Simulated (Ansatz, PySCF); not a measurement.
Process, species as SMILES: F[S](F)F -> F[S](F)F as singlet, charge -1 (an electron is taken up)
Each molecule is optimised on its own at B3LYP-D3(BJ)/def2-TZVP (Ansatz, an electronic-structure program). Frequencies are from Ansatz or PySCF. A spin state is the lowest found, not a proven ground state.
Geometry of the first species:
SMILES: F[S](F)F
```xyz
4

F      1.5987    -0.5623    -0.0115
S      0.1621     0.2878     0.1532
F     -1.2777     1.1083    -0.1069
F     -0.6091    -1.0576    -0.1540
```
Charge 0, spin multiplicity 2.

Wanted: adiabatic electron affinity (0 K, with B3LYP-D3(BJ) harmonic zero-point energies), positive where the reaction releases energy, in eV. Correlated levels leave the core frozen unless marked. UHF or UKS for open shells. No spin-orbit coupling. No relativistic terms. Anions need diffuse functions: aug- sets have them; def2-D sets add few; the other sets have none. CBS marks a two-point X^-3 extrapolation of the correlation energy; Hartree-Fock from the larger set. [CCSD(T)-MP2]/basis is that difference in the basis named.

```json
[
 {"level": "PBE/def2-TZVPD", "program": "Ansatz", "adiabatic electron affinity (eV)": "2.77"},
 {"level": "revPBE/def2-TZVPD", "program": "Ansatz", "adiabatic electron affinity (eV)": "2.76"},
 {"level": "PW6B95/def2-TZVPD", "program": "PySCF", "adiabatic electron affinity (eV)": "2.90"},
 {"level": "MP2/6-31G", "program": "Ansatz", "adiabatic electron affinity (eV)": "3.85"},
 {"level": "RI-MP2/cc-pV(T+d)Z", "program": "Ansatz", "adiabatic electron affinity (eV)": "2.50"},
 {"level": "SCS-MP2/cc-pVTZ", "program": "Ansatz", "adiabatic electron affinity (eV)": "2.71"},
 {"level": "RI-MP2/CBS(aug-cc-pV(T+d)Z,aug-cc-pV(Q+d)Z)+[CCSD(T)-MP2]/aug-cc-pV(D+d)Z", "program": "Ansatz", "adiabatic electron affinity (eV)": "3.06"}
]
```
